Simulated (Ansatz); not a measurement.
C$_{2}$H$_{7}$BO$_{2}$ (`CCOBO`) at its PBE0-D4/def2-TZVP geometry, where that method's forces vanish. Total charge 0; spin multiplicity 1.

```xyz
12

C    -0.7016    0.2321    1.5637
C    -0.2531    0.8362    0.2551
O    -0.2308   -0.1470   -0.7659
B     0.9317   -0.5773   -1.3148
O     0.9064   -1.5360   -2.2739
H    -0.7691    1.0044    2.3338
H    -1.6832   -0.2337    1.4562
H     0.0047   -0.5292    1.9023
H     0.7391    1.2892    0.3569
H    -0.9472    1.6193   -0.0635
H     1.9931   -0.1332   -0.9779
H     0.0100   -1.8248   -2.4720
```

(1) What forces (eV/Å) does PBE-D4/def2-TZVPP give on these atoms in Ansatz 0.2.0? (Estimate.)

Results:

(1) The calculation gave: 
```
C1  -0.012  0.000  0.036
C2  -0.005  0.187  0.200
O3  -0.401 -0.180 -0.177
B4   0.288  0.121  0.095
O5   0.457 -0.223 -0.273
H6  -0.019  0.143  0.160
H7  -0.197 -0.094 -0.007
H8   0.135 -0.149  0.075
H9   0.214  0.114  0.024
H10 -0.149  0.182 -0.066
H11  0.126  0.047  0.033
H12 -0.438 -0.147 -0.101
```
